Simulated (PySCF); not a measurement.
Frontier levels across methods

Species: C3H4F2Si.
Structure used (PBE0-D3(BJ)/def2-SVP), in Å, numbered top down from 1:
```xyz
10
C3H4F2Si angstrom
F      2.9042    0.7382    0.0453
C      2.1981   -0.4083    0.1168
F      2.6153   -1.0922    1.2020
C      0.7618   -0.1238    0.2123
C     -0.4368    0.0770    0.2582
Si    -2.2456    0.3889    0.3667
H      2.4243   -1.0112   -0.7810
H     -2.9149   -0.2044   -0.8256
H     -2.4833    1.8595    0.4036
H     -2.7715   -0.2440    1.6092
```

Basis pcSseg-2 throughout (PySCF), one geometry. Geometry: PBE0-D3(BJ)/def2-SVP; no solvent, vibrations or thermal averaging.

**Question.** How do the orbital energies, the gap and the dipole change with the method?

**Answer.** 
```
   method                    kind  HOMO (eV)  LUMO (eV)  gap (eV)  μ (D)  SCF cycles
     BLYP                     GGA      -7.28      -1.62      5.65   1.97          15
    B97-D                     GGA      -7.38      -1.66      5.72   1.92          15
     OPBE                     GGA      -7.39      -1.68      5.72   1.81          16
      KT2                     GGA      -7.42      -1.80      5.62   2.00          16
      PBE                     GGA      -7.43      -1.78      5.65   1.92          15
      KT3                     GGA      -7.44      -1.75      5.69   1.94          16
     BP86                     GGA      -7.51      -1.85      5.66   1.92          15
      LDA                     LDA      -7.59      -2.02      5.57   2.08          15
    B97-2           global hybrid      -8.39      -0.86      7.53   2.01          14
    B3LYP           global hybrid      -8.42      -1.03      7.39   2.08          14
     PBE0           global hybrid      -8.65      -0.83      7.82   2.04          14
 mPW1PW91           global hybrid      -8.67      -0.83      7.84   2.04          14
BHandHLYP           global hybrid      -9.73       0.24      9.97   2.19          12
CAM-B3LYP  range-separated hybrid     -10.01       0.30     10.31   2.14          13
  wB97X-D  range-separated hybrid     -10.50       0.98     11.48   2.02          14
       HF            Hartree–Fock     -11.38       2.49     13.87   2.22          11
  LC-wPBE  range-separated hybrid     -11.43       1.44     12.87   2.07          14
```

The HOMO spans 4.15 eV, from BLYP down to LC-wPBE, and the gap runs from 5.57 eV (LDA) to 13.87 eV (HF). Over the methods BLYP (0 %), B97-D (0 %), OPBE (0 %), KT2 (0 %), PBE (0 %), KT3 (0 %), BP86 (0 %), LDA (0 %), B97-2 (21 %), B3LYP (20 %), PBE0 (25 %), mPW1PW91 (25 %), BHandHLYP (50 %), HF (100 %), a straight line through the gap against the share of exact exchange rises by 0.83 eV for each 10 % (correlation coefficient 0.999). The dipole ranges from 1.81 D (OPBE) to 2.22 D (HF). This basis has no diffuse functions.
